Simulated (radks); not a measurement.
Nb24+, 17 electrons, occupied as [Ne] 3s2 3p5. Method: scalar-relativistic Kohn-Sham, PBE, spin-polarised, spherical densities, finite nucleus; open shells are filled with parallel spins first (spin-orbit coupling, left out, can overturn this in heavy ions); Fermi nuclear charge, rms radius 4.324 fm; computed with a radial shooting solver on a logarithmic mesh with Libxc functionals. Some entries of the table are withheld. Estimate them.

| orbital | occ. | eigenvalue (eV) | r(max) (bohr) |
|---|---|---|---|
| 1s up | 1 | -19873.37 | 0.02349 |
| 1s down | 1 | -19871.87 | 0.02349 |
| 2s up | 1 | -3675.816 | 0.1327 |
| 2s down | 1 | -3674.768 | 0.1327 |
| 2p up | 3 | -3401.482 | 0.1060 |
| 2p down | 3 | -3399.907 | 0.1061 |
| 3s up | 1 | -1305.993 | 0.3692 |
| 3s down | 1 | -1301.480 | 0.3693 |
| 3p up | 3 | -1217.266 | (1) |
| 3p down | 2 | -1212.728 | (2) |
| 3d up | 0 | (3) | (4) |
| 3d down | 0 | (5) | (6) |
| 4s up | 0 | -652.6871 | 0.7631 |
| 4s down | 0 | -651.1552 | 0.7641 |

Answer. 
(1) 3p up r(max) (bohr): 0.3571
(2) 3p down r(max) (bohr): 0.3572
(3) 3d up eigenvalue (eV): -1093.721
(4) 3d up r(max) (bohr): 0.2906
(5) 3d down eigenvalue (eV): -1089.855
(6) 3d down r(max) (bohr): 0.2901
